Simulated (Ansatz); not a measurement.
The cluster Sc3⁺, relaxed as a singlet with RKS r2SCAN-D4/def2-TZVP in Ansatz, starting from the GFN1-xTB geometry. Force threshold 0.02 eV/Å.

The restricted singlet is unstable: a solution with broken spin symmetry lies lower. The relaxation made no stability test and no search for a lower SCF solution. At r2SCAN-D4/def2-TZVP a triplet of charge 1 lies 0.58 eV below the restricted singlet, each at its own geometry. That triplet is doubtful there (⟨S²⟩ 3.37, where a pure state has 2.00). The structure comes from a short search, and lower isomers may exist.

Start:

```tsv
atom	x (Å)	y (Å)	z (Å)
Sc1	-0.1855	0.8775	-1.5717
Sc2	-1.4256	-0.1934	1.1046
Sc3	1.6111	-0.6841	0.4671
```

(1) Estimate the energy that the relaxation releases and the steps that it takes.

(2) Does the start keep its bonding and symmetry?

(3) Predict the relaxed structure.

## Answers

(1) 0.40 eV, in 12 steps; 35 s on 4 threads of Arm Neoverse V1 on a shared host. The force fell under the threshold at step 4, but the optimiser went on and released 0.107 eV more. No frequencies were taken in this run, so the end may be a saddle point.

(2) By distances, no bond broke or formed. The bond that changes most is Sc1–Sc2, from 3.14 to 2.68 Å (atoms count from 1). Point group D3h at the start, C2v at the end, both within 0.05 Å.

(3) 
```xyz
3

Sc   -0.154    0.701   -1.252
Sc   -1.441   -0.108    0.950
Sc    1.596   -0.593    0.302
```
Bond lengths (bridged metal pairs left out): 3 × Sc–Sc 2.67 to 3.14 Å.
